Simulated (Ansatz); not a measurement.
Species: C3H6O2, SMILES `COC(C)=O` (C–O–C–O torsion 1°) (charge 0, multiplicity 1), formula C₃H₆O₂.

Problem. How many basis functions does frozen-core CCSD(T)/cc-pVTZ // PBE-D3(BJ)/def2-TZVP (Ansatz, a program for electronic structure) use, how many core orbitals are frozen, and how many electrons are correlated?

Solution. 234 basis functions and 5 frozen orbitals, which leaves 30 correlated electrons. Core time is of the order of minutes.
